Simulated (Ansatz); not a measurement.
`CC(C)(C)C#CC#CC#CC(C)(C)C`. The state is a singlet with charge 0. Geometry PBE-D4/def2-SVP, basis def2-TZVP, Ansatz.

```tsv
run	HOMO (eV)	LUMO (eV)
A	-6.33	-1.24
B	-5.37	-2.02
C	-5.88	-1.62
D	-5.52	-1.79
E	-5.52	-1.90
```

Question: The runs used B97M-V, PBE, PBE0, r2SCAN, r2SCANh. Estimate which is which.

Answer: A PBE0 (25 % exact exchange); B PBE (0 % exact exchange); C r2SCANh (10 % exact exchange); D B97M-V (0 % exact exchange); E r2SCAN (0 % exact exchange). Exact exchange lowers occupied and raises empty levels; among semilocal functionals meta-GGAs tend to open the gap a little, and such runs are hard to tell apart. The gap grows from 3.36 eV (PBE) to 5.09 eV (PBE0).
